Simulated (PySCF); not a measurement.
Field gradients at the hydrogen positions

Compound: C3H15NO2Si3.
Numbering: `[CH3:1][O:2][Si@@H:3]([CH3:4])[Si@:5]([CH3:6])([OH:7])[SiH2:8][NH2:9]` (hydrogens: H10, H11, H12 on C1; H13 on Si3; H14, H15, H16 on C4; H17, H18, H19 on C6; H20 on O7; H21, H22 on Si8; H23, H24 on N9)

Geometry (GFN2-xTB, Å), atoms numbered from 1 in this order:
```xyz
24
C3H15NO2Si3 angstrom
C     -2.3022    1.9757   -0.0652
O     -1.1658    1.2240    0.2342
Si    -1.1314   -0.3371    0.7564
C     -2.2244   -1.4218   -0.3785
Si     1.1432   -0.7418    0.5861
C      1.4056   -2.4933   -0.1204
O      1.7505   -0.9533    2.1027
Si     2.4185    0.8261   -0.5640
N      1.7402    2.3317   -0.0570
H     -2.9049    1.4775   -0.8272
H     -2.9176    2.1205    0.8256
H     -1.9841    2.9493   -0.4414
H     -1.8287   -0.3802    2.0674
H     -1.9402   -1.2959   -1.4213
H     -2.1259   -2.4764   -0.1413
H     -3.2793   -1.1685   -0.2962
H      2.4594   -2.7531   -0.1286
H      0.8968   -3.2353    0.4875
H      1.0333   -2.5850   -1.1360
H      1.8544   -0.2211    2.7035
H      3.8419    0.9782   -0.2158
H      2.4188    0.6295   -2.0327
H      0.7358    2.3796    0.0166
H      2.0944    3.1904   -0.4467
```

Level: PBE0/pcSseg-1 (PySCF, non-relativistic); Q(2H) = 0.00286 b; rigid geometry, the same for H and D, with no vibrational averaging.

**Question.** Rank these positions by the coupling χzz of a deuteron there, largest first.
A. H24 (N–H hydrogen)
B. H21 (Si–H hydrogen)
C. H16 (methyl hydrogen)
D. H20 (hydroxyl hydrogen)
E. H10 (methyl hydrogen)
F. H22 (Si–H hydrogen)

**Answer.** D (346 kHz), A (290 kHz), C (217 kHz), E (201 kHz), B (105 kHz), F (100 kHz).

**Question.** Tabulate Vzz, the asymmetry η and χzz = 234.96 MHz × Q × Vzz for every hydrogen position.

**Answer.** 
```csv
atom,bonded to,bond length (Å),Vzz (au),η,χzz (kHz)
H10,C1,1.092,0.2985,0.08,201
H11,C1,1.092,0.2979,0.07,200
H12,C1,1.091,0.3010,0.07,202
H13,Si3,1.486,0.1466,0.03,99
H14,C4,1.088,0.3219,0.02,216
H15,C4,1.085,0.3277,0.01,220
H16,C4,1.088,0.3231,0.02,217
H17,C6,1.085,0.3272,0.02,220
H18,C6,1.086,0.3267,0.02,220
H19,C6,1.086,0.3272,0.01,220
H20,O7,0.953,0.5150,0.06,346
H21,Si8,1.473,0.1569,0.03,105
H22,Si8,1.482,0.1493,0.02,100
H23,N9,1.008,0.4093,0.17,275
H24,N9,1.007,0.4316,0.15,290
```

**Question.** Average by the element that carries the hydrogen.

**Answer.** on C: 213 kHz over 9 positions, mean bond length 1.088 Å; on Si: 101 kHz over 3 positions, mean bond length 1.480 Å; on O: 346 kHz over 1 position, mean bond length 0.953 Å; on N: 283 kHz over 2 positions, mean bond length 1.008 Å.

**Question.** A static deuteron (I = 1) shows a doublet split by (3/2)χ, (3/4)χ(1 + η) and (3/4)χ(1 − η) with the field along z, y and x of the gradient. What are these for H13?

**Answer.** With |χ| = 98.5 kHz and η = 0.032: 148, 76 and 72 kHz, to first order and without motion.

The structure is a single GFN2-xTB conformer in the gas phase; no vibrational or solvent corrections. GFN2-xTB bond lengths can be off by several hundredths of an ångström, more for odd bonds, and the gradients follow them. A larger basis could move these couplings by a tenth or more.
